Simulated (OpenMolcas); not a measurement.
**What dynamic correlation does to the levels of Se V**

```yaml
Program: OpenMolcas 26.06
Basis: ANO-RCC-VTZP [6s5p3d1f]
Scalar_Hamiltonian: DKH2, point nucleus
Active_space: 2 electrons in 8 orbitals (4s 4p 5s 5p)
State_averaging: 2S+1 = 3 even, 3 roots; 2S+1 = 1 even, 7 roots; 2S+1 = 3 odd, 3 roots; 2S+1 = 1 odd, 3 roots
Spin-orbit_coupling: RASSI with atomic mean-field integrals over the reference wave functions, term energies averaged over their components
```

Methods on the same reference wave functions:
A. CASSCF
B. SS-CASPT2, IPEA 0.25 Eh, imaginary shift 0.1 Eh (closed shells correlated: 3d)
C. MS-CASPT2, IPEA 0.25 Eh, imaginary shift 0.1 Eh (closed shells correlated: 3d)

Energies in cm⁻¹ above 4s² ¹S₀, the measured ground level; measured values from the list in Rauch et al., Astron. Astrophys. 606, A105 (2017).

| Level | A | B | C | Measured |
| --- | --- | --- | --- | --- |
| 4s² ¹S₀ | 0.0 | 0.0 | 0.0 | 0.0 |
| 4s 4p ³P°₀ | 87557 | 87220 | 87240 | 89749 |
| 4s 4p ³P°₁ | 89017 | 88660 | 88690 | 91350 |
| 4s 4p ³P°₂ | 92173 | 91830 | 91860 | 94960 |
| 4s 4p ¹P°₁ | 141919 | 134080 | 134100 | 131733 |
| 4p² ³P₀ | 210898 | 210330 | 210350 | 211794 |
| 4p² ³P₁ | 212752 | 212250 | 212280 | 214091 |
| 4p² ³P₂ [61 %] | 215403 | 213540 | 213570 | 218615 |

Deviations, from unrounded energies. A percentage is the sum of absolute deviations over the sum of measured energies, with the sign that they share, or ± where signs differ.

| Against measurement | Levels | A | B | C |
| --- | --- | --- | --- | --- |
| mean absolute deviation (cm-1) | 7 | 3300 | 2700 | 2700 |
| other configurations (%) | 7 | ±2.2 | ±1.8 | ±1.8 |

B, C lie about equally close to measurement and A furthest from it. The largest miss of C in the table is 4p² ³P₂ [61 %], by -5000 cm-1. The ranking rests on the paired levels alone, and a cruder setting can come out closer through cancelling errors.

Between B and C the level of the table that moves most is 4s 4p ³P°₁, by 26 cm-1 (lowest in B, highest in C). Moves below CASPT2's spread within the term are not significant.

The lowest spin-free term lies below A's lowest term by 0.039 hartree in B, 0.039 hartree in C.

Over all roots computed the reference weight is 0.92 to 0.99 in B, 0.92 to 0.99 in C; the roots of lowest weight are the least certain, and an intruder state may touch them. Active for correlation alone: 5p 5s; no level in the range computed is led by a configuration that fills them, so any true level of that kind is missing. The ¹D term of p² mixes with s d, which this space lacks. Measured partners are found by configuration, term and J. A level has none where our copy of the source lacks it or the pairing is in doubt (some pairs that miss far off the trend of their configuration count as doubtful), and it then counts in no deviation. Levels of configurations outside the active space are missing. Levels that lie high or do not pair safely by name in every column are left out.

A share in square brackets marks a mixed level and gives the weight of the term that names it, the lowest over the columns. ° marks odd parity.
